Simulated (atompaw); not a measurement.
**How hard is this Rh (Z = 45) PAW (atompaw) potential?**

atompaw 4.2.0.5 input, output lines left out:

```
Rh 45
GGA-PBE scalarrelativistic loggrid 1500 logderivrange -6 5 276
5 5 4 0 0 0
5 0 0.5
5 1 0
4 2 8.5
0 0 0
c
c
c
c
v
c
c
v
v
c
v
2
2.15 1.60 1.65 1.35
y
3.75
n
n
y
0.8
n
custom rrkj gramschmidtortho besselshape
bessel
2.15
2.15
1.90
1.75
2.15
2.15
```

The pseudo-atom Hamiltonian at the reference potential is diagonalised in spherical Bessel functions j_l(qr) that vanish at 20 bohr, with q² up to the cutoff. All-electron valence levels (Ry): 5s -0.2805, 4p -3.5914, 5p -0.0463, 4d -0.3461.

**Question.** How do the lowest levels (Ry) of each channel move with the cutoff, and are there ghosts?

**Answer.**

| cutoff (Ry) | s #1 | p #1 | p #2 | d #1 | f #1 | f #2 | Σ f·Δε (mRy) |
| --- | --- | --- | --- | --- | --- | --- | --- |
| 8 | -0.2799 | -3.1850 | -0.0218 | -0.1634 | 0.1096 | 0.2350 | 3992.6 |
| 10 | -0.2803 | -3.3840 | -0.0261 | -0.2482 | 0.1096 | 0.2350 | 2076.9 |
| 12 | -0.2803 | -3.4942 | -0.0293 | -0.2994 | 0.1096 | 0.2350 | 980.9 |
| 18 | -0.2804 | -3.5825 | -0.0341 | -0.3423 | 0.1096 | 0.2350 | 86.2 |
| 21 | -0.2804 | -3.5888 | -0.0356 | -0.3451 | 0.1096 | 0.2350 | 23.9 |
| 25 | -0.2805 | -3.5909 | -0.0382 | -0.3457 | 0.1096 | 0.2350 | 6.8 |
| 30 | -0.2805 | -3.5910 | -0.0416 | -0.3457 | 0.1096 | 0.2350 | 5.8 |
| 35 | -0.2805 | -3.5912 | -0.0447 | -0.3460 | 0.1096 | 0.2350 | 2.5 |
| 45 | -0.2805 | -3.5914 | -0.0460 | -0.3461 | 0.1096 | 0.2350 | 0.8 |
| 50 | -0.2805 | -3.5914 | -0.0460 | -0.3461 | 0.1096 | 0.2350 | 0.7 |
| 55 | -0.2805 | -3.5914 | -0.0461 | -0.3461 | 0.1096 | 0.2350 | 0.5 |
| 400 | -0.2805 | -3.5915 | -0.0462 | -0.3461 | 0.1096 | 0.2350 | 0.0 |

Result: no extra level below or beside the all-electron valence levels (s, p, d, f tested); 10 mRy is reached at 25 Ry and 1 mRy at 45 Ry.
